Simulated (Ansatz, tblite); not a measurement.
Cost and result up the ladder for `FC(F)(F)c1ccc(-c2ccc(-c3ccc(C(F)(F)F)cc3)cc2)cc1` (38 atoms). The state is a singlet with charge 0. Geometry: r2SCAN-D4/def2-SVP.

```tsv
atom	x (Å)	y (Å)	z (Å)
F1	-2.563	1.443	7.246
C2	-2.351	2.447	6.374
F3	-3.489	3.155	6.285
F4	-1.425	3.252	6.931
C5	-1.900	1.929	5.038
C6	-2.416	2.456	3.850
C7	-1.956	1.983	2.621
C8	-0.971	0.980	2.553
C9	-0.483	0.480	1.249
C10	-1.354	0.341	0.152
C11	-0.895	-0.135	-1.074
C12	0.457	-0.479	-1.259
C13	0.947	-0.978	-2.563
C14	2.226	-0.623	-3.038
C15	2.687	-1.089	-4.267
C16	1.879	-1.927	-5.047
C17	2.411	-2.451	-6.350
F18	1.440	-2.959	-7.127
F19	3.317	-3.430	-6.156
F20	3.033	-1.486	-7.053
C21	0.607	-2.290	-4.591
C22	0.147	-1.817	-3.363
C23	1.330	-0.333	-0.164
C24	0.868	0.130	1.066
C25	-0.462	0.461	3.762
C26	-0.922	0.927	4.991
H27	-3.176	3.241	3.889
H28	-2.347	2.419	1.697
H29	-2.413	0.587	0.271
H30	-1.592	-0.220	-1.913
H31	2.852	0.055	-2.450
H32	3.674	-0.790	-4.634
H33	-0.021	-2.947	-5.199
H34	-0.838	-2.127	-3.002
H35	2.382	-0.611	-0.273
H36	1.572	0.247	1.895
H37	0.280	-0.343	3.734
H38	-0.533	0.502	5.921
```

Ansatz on 2 threads of AMD EPYC 7R13 on a shared host and a share (18 GiB) of an NVIDIA H100 80GB HBM3; xTB runs through tblite on one thread. Times are rough, summed over both states, and most runs start from the orbitals of an earlier one. PBE0-D4/def2-TZVP serves as the yardstick here, not as an exact answer. The other state is a triplet.

The xTB rows come from tblite. Single mean-field runs in def2-TZVP are fitted with def2-universal-jkfit.

xTB has no spin-polarisation term.

```
            level  functions  vertical triplet (eV)  difference from PBE0-D4/def2-TZVP (eV)
PBE0-D4/def2-TZVP        878                   3.29                                    0.00
 PBE-D4/def2-TZVP        878                   3.01                                   -0.28
         GFN2-xTB        116                   3.14                                   -0.15
         GFN1-xTB        128                   3.10                                   -0.19
```

**Question.** Estimate how long each takes.

**Answer.** GFN2-xTB 0.12 s; GFN1-xTB 0.14 s; PBE-D4/def2-TZVP 28 s; PBE0-D4/def2-TZVP 40 s. On shared hardware such times vary by a factor of up to 3.
